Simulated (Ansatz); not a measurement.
The same hydrolysis along the group Ti, Zr, Hf.

Isolated molecules relaxed with PBE0-D4/def2-TZVP in Ansatz; ΔE leaves out vibrations. CCSD(T)/CBS adds triple-zeta CCSD(T) − MP2 to the extrapolated MP2 energy (def2 sets, frozen cores). This one scheme is used for every species. DFT in def2-TZVPP. B3LYP here is the variant with VWN-RPA as its local correlation; programs differ in this. Elements past krypton have def2 core potentials. For Hf, Ti, Zr outer-core shells are correlated without core-valence functions, which leaves a few kJ/mol of doubt a bond. Scalar relativity is left out up to krypton. One conformer a species, not always the lowest.

```csv
reaction,RPA@PBE/def2-TZVPP (kJ/mol),B3LYP-D4 (kJ/mol),CCSD(T)/CBS(def2) (kJ/mol)
`[NH2][Ti]([Cl])([Cl])[Cl]` + H₂O → `[OH][Ti]([Cl])([Cl])[Cl]` + NH₃,-51,-54,-46
`[NH2][Zr]([Cl])([Cl])[Cl]` + H₂O → `[OH][Zr]([Cl])([Cl])[Cl]` + NH₃,-65,-69,-66
`[NH2][Hf]([Cl])([Cl])[Cl]` + H₂O → `[OH][Hf]([Cl])([Cl])[Cl]` + NH₃,-66,-70,-66
```

Largest T1 diagnostic: 0.025, for `[NH2][Ti]([Cl])([Cl])[Cl]`.
